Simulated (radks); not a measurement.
Coulomb parameter of the 3d shell of neutral cobalt in the model configuration [Ar] 3d7.5 4s1.5, as a second difference U = [E(n + 0.5) + E(n - 0.5) - 2 E(n)] / (0.5)^2 with all orbitals relaxed. "Bare": the charge of the atom changes with n. "Screened": the 4s shell takes up the change at fixed total charge, which measures U(3d,3d) + U(4s,4s) - 2 U(3d,4s). Method: scalar-relativistic Kohn-Sham, r2SCAN, spin-unpolarised, spherical densities, finite nucleus; meta-GGA in the generalised Kohn-Sham scheme; Fermi nuclear charge, rms radius 3.7875 fm; computed with a radial shooting solver on a logarithmic mesh with Libxc functionals.

| case | configuration | E - E(n) (eV) |
|---|---|---|
| start | [Ar] 3d7.5 4s1.5 | 0.000 |
| bare +0.5 | [Ar] 3d8 4s1.5 | -1.705 |
| bare -0.5 | [Ar] 3d7 4s1.5 | 4.617 |
| screened +0.5 | [Ar] 3d8 4s1 | -0.246 |
| screened -0.5 | [Ar] 3d7 4s2 | 0.923 |

U(bare) = 11.647 eV, U(screened by 4s) = 2.707 eV, against the Slater integral F0(3d,3d) = 23.200 eV with frozen orbitals. The step up makes a negative ion, whose loosely bound charge lowers the bare value.
